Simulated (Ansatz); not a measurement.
Reaction (ligand exchange at the Sn–N bond): `[NH2][SnH2][OH]` + H₂Se → `[OH][SnH2][SeH]` + NH₃

Program: Ansatz. Geometries: PBE0-D4/def2-TZVP. ΔE: electronic, gas phase. CCSD(T)/CBS is the MP2 limit (def2-TZVPP, def2-QZVPP) plus CCSD(T) − MP2 in def2-TZVPP, frozen cores. This one scheme is used for every species. DFT in def2-TZVPP. def2 core potentials past Kr. For Se, Sn outer-core shells are correlated without core-valence functions, which leaves a few kJ/mol of doubt a bond. Scalar relativity is left out up to krypton. Each species was taken in one conformer, which may not be the lowest.

| species | r2SCAN energy (Eh) |
| --- | --- |
| `[NH2][SnH2][OH]` | -347.36153 |
| H₂Se | -2402.73603 |
| `[OH][SnH2][SeH]` | -2693.58442 |
| NH₃ | -56.54856 |

**Question.** Work out ΔE.

**Answer.** ΔE = (-2693.58442) + (-56.54856) − (-347.36153) − (-2402.73603) = -0.03542 Eh = -22.2 kcal/mol. CCSD(T)/CBS gives -21.8 kcal/mol.

Largest T1 diagnostic among the species: 0.013.

Leaving LDA and LC-ωPBE aside and taking each functional with its dispersion term where it has one, the values, not all of them listed here, spread over 2.5 kcal/mol, from HSE06-D4 to CAM-B3LYP-D4. LDA lies +0.7 kcal/mol from PBE without D4. At CCSD(T), def2-SVP lies +0.7 kcal/mol from the extrapolated value and def2-TZVPP +1.6 kcal/mol.
